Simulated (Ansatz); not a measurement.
Geometry optimisation, Ansatz, RKS PBE-D4/cc-pVDZ.

The input (input.yaml):

```yaml
crystal:
  periodic: [false, false, false]
  atoms:
    - { symbol: O, position_ang: [0.0673, 2.0026, 1.092] }
    - { symbol: B, position_ang: [-0.6414, 0.8805, 0.4905] }
    - { symbol: C, position_ang: [0.116, -0.4974, 0.3409] }
    - { symbol: C, position_ang: [0.3382, -0.9407, -1.105] }
    - { symbol: Cl, position_ang: [1.3592, 0.1056, -2.0477] }
    - { symbol: H, position_ang: [-0.1862, 2.0036, 2.046] }
    - { symbol: H, position_ang: [-1.7248, 0.9713, 0.1104] }
    - { symbol: H, position_ang: [-1.58998, 1.11773, 1.133] }
    - { symbol: H, position_ang: [1.1662, -0.3797, 0.8401] }
    - { symbol: H, position_ang: [-0.7331, -0.9711, -1.5639] }
    - { symbol: H, position_ang: [0.6713, -1.9797, -1.1074] }
basis:
  gaussian: { orbitals: cc-pVDZ }
hamiltonian:
  xc: pbe
  dispersion: d4
relax:
  f_tol: 0.02
  max_steps: 50
```

Command:

```bash
$ ansatz run input.yaml --threads 2 --pin off --max-ram 3072MiB --backend cpu --events-out ev --progress --plain --runs-dir out
```

**Question.** Where does it end, and by what steps?

**Answer.** The run converged. After 25 steps the energy has fallen by 5.427 eV; H7 moved furthest, 2.30 Å. Parted: B2–H7. Joined: C3–H7.

```csv
step,energy less start (eV),largest force component (eV/Å),accepted
0,0.0000,5.392,yes
1,-1.5348,1.764,yes
2,-2.0643,1.426,yes
3,-2.3379,0.758,yes
4,-2.5481,0.570,yes
5,-2.6757,0.632,yes
6,-2.7566,0.471,yes
7,-2.7920,0.469,yes
8,-2.8392,0.516,yes
9,-2.9593,0.840,yes
10,-3.2291,1.156,yes
11,-3.6703,1.568,yes
12,-4.1891,2.193,yes
13,-4.6248,2.644,yes
14,-5.0388,1.757,yes
15,-5.2716,0.791,yes
16,-5.3312,1.057,yes
17,-5.3233,1.168,no
18,-5.4087,0.163,yes
19,-5.4192,0.165,yes
20,-5.4236,0.219,yes
21,-5.4267,0.056,yes
22,-5.4267,0.116,yes
23,-5.4271,0.021,yes
24,-5.4272,0.038,yes
25,-5.4273,0.015,yes
```

```xyz
11
Properties=species:S:1:pos:R:3
O -0.205 1.502 2.000
B -0.662 0.797 0.922
C 0.363 0.470 -0.234
C 0.052 -0.814 -0.984
Cl 1.148 -1.070 -2.420
H -0.921 1.693 2.635
H 0.292 1.327 -0.947
H -1.839 0.467 0.857
H 1.408 0.474 0.138
H -0.978 -0.821 -1.388
H 0.185 -1.712 -0.350
```

Time of the run: 59 s on 2 threads of Arm Neoverse V1, with other jobs on the host, peak memory 0.15 GiB.
